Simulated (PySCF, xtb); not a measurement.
C2H9AlN2, SMILES [NH]([AlH][NH]C)C. One conformer was computed; it need not be the lowest.

Harmonic wavenumbers (cm⁻¹) from GFN2-xTB (xtb 6.7.1) at its own minimum, in rising order: 29, 63, 88, 124, 174, 193, 282, 454, 477, 490, 562, 634, 779, 1007, 1012, 1104, 1108, 1109, 1126, 1312, 1318, 1412, 1415, 1487, 1490, 1499, 1501, 1852, 2903, 2908, 2929, 2933, 2993, 3011, 3318, 3338.

**Question.** What does TPSSh-D3(BJ)/def2-SVP run with PySCF give at its own minimum? (An estimate is asked for; the answer gives what the named calculation found.)

**Answer.** 64, 96, 119, 153, 189, 206, 363, 452, 502, 544, 607, 680, 792, 1071, 1079, 1138, 1141, 1146, 1152, 1386, 1394, 1461, 1462, 1481, 1484, 1513, 1515, 1970, 2974, 2977, 3024, 3025, 3091, 3092, 3544, 3549. Paired by order, the mean absolute difference is 56 cm⁻¹ and the zero-point energies are 69.2 and 72.1 kcal/mol.
